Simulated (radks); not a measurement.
Sn42+, configuration [He] 2s2 2p3.5 3d0.5 (fractional occupations, a model configuration). Calculated with a radial shooting solver on a logarithmic mesh with Libxc functionals: non-relativistic Kohn-Sham, PBE, spin-unpolarised, spherical densities, point nucleus; relativity is left out, which matters for an element this heavy. Some entries of the table are withheld. Estimate them.

| orbital | occ. | eigenvalue (eV) | <r^2> (bohr^2) | <r> (bohr) |
|---|---|---|---|---|
| 1s | 2 | -31192.75 | 0.001232 | (1) |
| 2s | 2 | -6948.272 | 0.01875 | 0.1267 |
| 2p | 3.5 | (2) | 0.01389 | 0.1073 |
| 3s | 0 | -2932.604 | 0.09916 | 0.2955 |
| 3p | 0 | -2869.098 | 0.08947 | 0.2788 |
| 3d | 0.5 | -2785.902 | 0.06552 | 0.2390 |
| 4d | 0 | -1549.386 | 0.2675 | 0.4836 |
| 4f | 0 | -1529.953 | 0.1959 | 0.4197 |

Answer. 
(1) 1s <r> (bohr): 0.03036
(2) 2p eigenvalue (eV): -6765.108
